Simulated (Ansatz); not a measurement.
Frontier orbitals of `[Cl][Ga]`.

The species carries charge 0 and has multiplicity 1. Correlated methods include outer-core shells of Ga, which these sets cover unevenly. Scalar relativity is left out up to krypton. All single points use the PBE0-D4/def2-TZVP geometry. Basis def2-TZVPP, Ansatz 0.2.0.

```tsv
functional	HOMO (eV)	LUMO (eV)	gap (eV)
PBE	-6.48	-2.38	4.10
revPBE	-6.41	-2.30	4.11
PBE0	-7.47	-1.67	5.80
B3LYP	-7.33	-1.90	5.43
BHLYP	-8.36	-0.95	7.41
ωB97M-V	-9.55	0.08	9.63
```

What is the vertical ionisation energy at frozen-core CCSD(T)/def2-TZVPP? (An estimate is asked.)

The calculation gave: 9.79 eV (T1 of the cation 0.017).

From PBE to PBE0 the HOMO moves by −0.99 eV and the LUMO by +0.71 eV, and with ωB97M-V by −3.07 and +2.46 eV, so the gap grows from 4.10 to 9.63 eV with exact exchange. A positive LUMO is unbound and depends on the basis. −ε(HOMO) differs from that ionisation energy by −3.31 eV with PBE and −0.24 eV with ωB97M-V.

B3LYP here is the variant with VWN-RPA as its local correlation; programs differ in this.
